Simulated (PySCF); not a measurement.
# Dipole response of I²⁺ (iodine, charge +2)

[Kr] 4d10 5s1 5p3 6s1, high-spin 6S determinant (an excited configuration). All numbers are calculated (PySCF 2.14, scalar relativity by spin-free X2C-1e, in aug-cc-pwCVTZ-DK3). Coupled (time-dependent) response in atomic units; α is the mean over directions.

```csv
method,mean α (bohr³),C₆ (like pair),S(−4)
M06-2X,102.9,1003,8029
```

S(−4) is the Cauchy moment in α(ω) = α(0) + S(−4) ω² + …

α(iu) at M06-2X:

```tsv
u (hartree)	α(iu) (bohr³)
0	102.9
0.0500	86.36
0.100	59.49
0.200	29.57
0.300	18.38
0.500	10.22
0.750	6.365
1.00	4.479
1.50	2.692
2.00	1.874
3.00	1.115
5.00	0.5472
```

For an ion, C₆ is the dispersion term alone; charge-induced terms of lower order in 1/R come first.

The outer electron is Rydberg-like, and this basis confines it to a smaller radius and binds it less than a complete one would.
